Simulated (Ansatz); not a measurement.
Reaction (redistribution): `C[CH](C)[InH][CH](C)C` + `C[N](C)[Au]` → `C[CH](C)[In]([CH](C)C)[N](C)C` + `[AuH]`

Program: Ansatz. Geometries: PBE0-D4/def2-TZVP. ΔE: electronic, gas phase. CCSD(T)/CBS adds triple-zeta CCSD(T) − MP2 to the extrapolated MP2 energy (def2 sets, frozen cores). DFT in def2-TZVPP. def2 core potentials past Kr. For Au, In outer-core shells are correlated without core-valence functions, which leaves a few kJ/mol of doubt a bond. One conformer a species, not always the lowest.

(1) Is it downhill or uphill in electronic energy at CCSD(T)/CBS, and by how much? (An estimate is asked.)

(2) What do these levels give: r2SCAN-D4, r2SCANh-D4, r2SCAN0-D4, r2SCANh, CAM-B3LYP, RPA@PBE/def2-TZVPP, MP2/def2-SVP, MP2/def2-TZVPP, CCSD/def2-TZVPP, CCSD(T)/def2-TZVPP, HF/CBS(def2), CCSD/CBS(def2)? (An estimate is asked.)

Largest T1 diagnostic among the species: 0.029, so the coupled-cluster value is less sure than usual.

## Answers

(1) Ansatz gave: Downhill: ΔE = -1.22 eV.

(2) Ansatz gave: r2SCAN-D4 -1.07, r2SCANh-D4 -1.11, r2SCAN0-D4 -1.17, r2SCANh -1.07, CAM-B3LYP -1.13, RPA@PBE/def2-TZVPP -1.07, MP2/def2-SVP -1.25, MP2/def2-TZVPP -1.16, CCSD/def2-TZVPP -1.20, CCSD(T)/def2-TZVPP -1.16, HF/CBS(def2) -1.17, CCSD/CBS(def2) -1.26 eV.

From BLYP to BHLYP (50 % exact exchange), in def2-TZVPP and without D4, ΔE moves by −0.18 eV. The D4 term adds −0.07 eV with B3LYP and −0.05 eV with PBE0; it sums over pairs of atoms, weighted by their polarisabilities, and B3LYP, whose exchange is more repulsive, gets the larger term. Leaving LDA and LC-ωPBE aside and taking each functional with its dispersion term where it has one, the values, not all of them listed here, spread over 0.25 eV, from BHLYP-D4 to B97M-V. LDA lies −0.11 eV from PBE without D4.

B3LYP here is the variant with VWN-RPA as its local correlation; programs differ in this.
